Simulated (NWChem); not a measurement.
System: TiN$_{2}$H$_{3}$F; SMILES [F][Ti]([NH2])=[NH]

Input file for NWChem:

```
start job
memory heap 200 mb stack 900 mb global 1100 mb
geometry units angstroms noautoz
  Ti    -0.061196    -0.146214     0.303910
  N     -1.450875     0.719058     0.595721
  H     -2.441846     0.931166     0.705758
  F     -0.064084    -1.890285    -0.113638
  N      1.465933     0.949814     0.423859
  H      2.422527     0.630997     0.273693
  H      1.480693     1.943451     0.637791
end
basis spherical
  * library def2-svp
end
dft
  xc xwpbe 0.80 cpbe96 1.0 hfexch 1.00
  cam 0.2 cam_alpha 0.2 cam_beta 0.8
  iterations 150
  mulliken
end
task dft energy
```

NWChem printed, in part:

```
             Northwest Computational Chemistry Package (NWChem) 7.3.0
             --------------------------------------------------------

 C1  symmetry detected

                             Geometry "geometry" -> ""
                             -------------------------

 Output coordinates in angstroms (scale by  1.889725989 to convert to a.u.)

  No.       Tag          Charge          X              Y              Z
 ---- ---------------- ---------- -------------- -------------- --------------
    1 Ti                  22.0000    -0.03884968    -0.05492175     0.00862306
    2 N                    7.0000    -1.65095232     0.35246809    -0.00606137
    3 H                    1.0000    -2.66495528     0.24906473    -0.02113470
    4 F                    9.0000     0.54171405    -1.75163838    -0.00676358
    5 N                    7.0000     1.05517018     1.47828088    -0.00545977
    6 H                    1.0000     2.07451158     1.46405012    -0.00806804
    7 H                    1.0000     0.74018521     2.44466631    -0.01898444

 Effective nuclear repulsion energy (a.u.)     212.2973198270

  pbe96 is a nonlocal functional; adding pw91lda local functional.

                                 NWChem DFT Module
                                 -----------------

 Summary of "ao basis" -> "ao basis" (spherical)
 ------------------------------------------------------------------------------
       Tag                 Description            Shells   Functions and Types
 ---------------- ------------------------------  ------  ---------------------
 Ti                         def2-svp                11       31   5s3p2d1f
 N                          def2-svp                 6       14   3s2p1d
 H                          def2-svp                 3        5   2s1p
 F                          def2-svp                 6       14   3s2p1d

            General Information
            -------------------
          SCF calculation type: DFT
          Wavefunction type:  closed shell.
          No. of atoms     :     7
          No. of electrons :    48
           Alpha electrons :    24
            Beta electrons :    24
          Charge           :     0
          Spin multiplicity:     1
          Use of symmetry is: off; symmetry adaption is: off
          Maximum number of iterations: 150
          AO basis - number of functions:    88
                     number of shells:    38
          Convergence on energy requested:  1.00D-06
          Convergence on density requested:  1.00D-05
          Convergence on gradient requested:  5.00D-04

              XC Information
              --------------
                     Hartree-Fock (Exact) Exchange  1.000
                     LC-wPBE(h)Exchange Functional  0.800
            Perdew 1991 LDA Correlation Functional  1.000 local
           PerdewBurkeErnz. Correlation Functional  1.000 non-local

           Range-Separation Parameters
           ---------------------------
           Alpha           :  0.20
           Beta            :  0.80
           Gamma           :  0.20
           Short-Range HF  :     F

             Grid Information
             ----------------
          Grid used for XC integration:  medium
          Radial quadrature: Mura-Knowles
          Angular quadrature: Lebedev.
          Tag              B.-S. Rad. Rad. Pts. Rad. Cut. Ang. Pts.
          ---              ---------- --------- --------- ---------
          Ti                  1.40      112          10.0       590
          N                   0.65       49          11.0       434
          H                   0.35       45          12.0       434
          F                   0.50       49          11.0       434
          Grid pruning is: on
          Number of quadrature shells:   394
          Spatial weights used:  Erf1

      Superposition of Atomic Density Guess
      -------------------------------------

 Sum of atomic energies:       -1057.53725816

      Non-variational initial energy
      ------------------------------

 Total energy =   -1057.953966
 1-e energy   =   -1872.075132
 2-e energy   =     601.823846
 HOMO         =      -0.373511
 LUMO         =      -0.089363

     ---------------------------------------------
      Total Density - Mulliken Population Analysis
     ---------------------------------------------

    Atom       Charge   Shell Charges
 -----------   ------   -------------------------------------------------------
    1 Ti  22    19.40   2.00  2.00  2.00  0.19  0.01  6.00  6.00  0.23  0.45  0.47  0.05
    2 N    7     8.49   1.99  1.12  0.58  2.87  1.93  0.01
    3 H    1     0.77   0.59  0.13  0.05
    4 F    9     9.78   1.99  1.16  0.81  3.61  2.20  0.00
    5 N    7     8.05   1.99  1.05  0.50  2.70  1.80  0.00
    6 H    1     0.75   0.58  0.12  0.04
    7 H    1     0.76   0.59  0.12  0.05

   convergence    iter        energy       DeltaE   RMS-Dens  Diis-err
 ---------------- ----- ----------------- --------- --------- ---------
 d= 0,ls=0.0,diis     1  -1059.5166024740 -1.27D+03  4.53D-02  3.32D+00
 d= 0,ls=0.0,diis     2  -1050.5340278902  8.98D+00  3.65D-02  9.06D+01
 d= 0,ls=0.0,diis     3  -1059.9025140393 -9.37D+00  4.31D-03  1.42D+00
 d= 0,ls=0.0,diis     4  -1060.0217411487 -1.19D-01  1.59D-03  1.53D-01
 d= 0,ls=0.0,diis     5  -1060.0350211242 -1.33D-02  1.03D-03  3.55D-02
  Resetting Diis
 d= 0,ls=0.0,diis     6  -1060.0383832717 -3.36D-03  3.32D-04  3.69D-03
 d= 0,ls=0.0,diis     7  -1060.0387458804 -3.63D-04  1.48D-04  9.02D-05
 d= 0,ls=0.0,diis     8  -1060.0387171130  2.88D-05  9.88D-05  3.75D-04
 d= 0,ls=0.0,diis     9  -1060.0387586268 -4.15D-05  1.72D-05  5.97D-06
 d= 0,ls=0.0,diis    10  -1060.0387594004 -7.74D-07  1.55D-05  1.04D-06
 d= 0,ls=0.0,diis    11  -1060.0387597100 -3.10D-07  6.79D-06  1.14D-07

[...]
```

Level: LRC-wPBEh/def2-SVP. Geometry: optimised at PBE0/def2-SVP.
